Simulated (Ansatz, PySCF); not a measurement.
Noncovalent pair: CH3F (SMILES CF) (first 5 atoms) with C2H3N (SMILES CC#N); geometry from B3LYP-D3(BJ)/def2-TZVP, rigid monomers moved along the line of their centres of mass till F2···H9 is 2.22 Å.
(charge 0, multiplicity 1):
```xyz
11

C      0.37294     0.59248    -0.17773
F      1.16322    -0.29152     0.56562
H     -0.17778     1.22593     0.51524
H      1.03060     1.19013    -0.80904
H     -0.31110     0.00621    -0.79144
C      1.09561    -0.36945     3.56915
C      0.18417     0.69085     3.17252
N     -0.53485     1.52633     2.84589
H      1.44335    -0.89392     2.67982
H      1.95348     0.05108     4.09450
H      0.58835    -1.07311     4.22966
```

Counterpoise-corrected where a basis set is named; no monomer relaxation. Rows marked so take none.

Correlated levels freeze the cores. Rows in 3-21G, 6-311+G**, 6-31G* carry no dispersion term and start afresh at each structure (6-31G* with six Cartesian d functions). MP2/6-31G* freezes PySCF's default core.

Run with Ansatz (a quantum-chemistry and plane-wave program); PySCF for 3-21G rows, 6-311+G** rows, 6-31G* rows, the dispersion terms. 

Other levels give for the interaction energy: PBE/def2-TZVPPD -1.64; B3LYP/def2-TZVPPD -1.05; B3LYP-D3(BJ)/def2-TZVPPD -3.00; wB97M-V/def2-TZVPPD -3.17; CCSD(T)/aug-cc-pVDZ -2.34 kcal/mol.

Common cheap choices:

| level | interaction energy (kcal/mol) |
|---|---|
| HF/3-21G (no counterpoise) | -5.63 |
| HF/6-31G* | -0.06 |
| HF/6-31G* (no counterpoise) | -1.96 |
| BP86/6-31G* (no counterpoise) | -2.74 |
| B3LYP/6-31G* (no counterpoise) | -3.78 |
| B3LYP/6-311+G** (no counterpoise) | -1.64 |
| M06-2X/6-31G* (no counterpoise) | -5.34 |
| MP2/6-31G* | -1.12 |
